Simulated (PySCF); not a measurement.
Compound: 2-chloropyridine-N-oxide, C₅H₄ClNO.
Atom-mapped SMILES: `[O-:1][n+:2]1[cH:3][cH:4][cH:5][cH:6][c:7]1[Cl:8]` (hydrogens: H9 on C3; H10 on C4; H11 on C5; H12 on C6)

Structure optimised with GFN2-xTB, isolated species.

(1) Give the optimised bond lengths and angles.

Answers

(1) 
```csv
bond,length (bohr),order
O1–N2,2.362,single
N2–C3,2.561,aromatic
C3–C4,2.595,aromatic
C4–C5,2.622,aromatic
C5–C6,2.618,aromatic
C6–C7,2.605,aromatic
C7–Cl8,3.239,single
N2–C7,2.581,aromatic
C3–H9,2.039,single
C4–H10,2.037,single
C5–H11,2.035,single
C6–H12,2.036,single
```

Orders are formal, as drawn. A selection of angles:
```csv
angle,degrees
O1–N2–C3,120.9
O1–N2–C7,121.4
C3–N2–C7,117.6
N2–C3–C4,122.5
N2–C3–H9,114.3
C4–C3–H9,123.2
C3–C4–C5,119.9
C3–C4–H10,119.0
C5–C4–H10,121.1
C4–C5–C6,118.1
C4–C5–H11,121.3
C6–C5–H11,120.6
C5–C6–C7,119.9
C5–C6–H12,121.5
C7–C6–H12,118.6
C6–C7–Cl8,122.4
N2–C7–C6,122.0
N2–C7–Cl8,115.6
```

The 8 heavy atoms lie in one plane (0.001 Å rms). The 6-membered ring N2–C3–C4–C5–C6–C7 has internal angles of 117.6° to 122.5° (sum 720°, against 720° for a flat polygon); it is planar, 0.00 Å rms from its mean plane, widest ring torsion 0°. N2 (N-oxide nitrogen) is planar (angles 121.4°, 120.9° and 117.6°, sum 360.0°, 0.00 Å off the plane of its three neighbours).

Point group: Cs (every atom within 0.08 Å of its image). GFN2-xTB frequencies: not computed here.
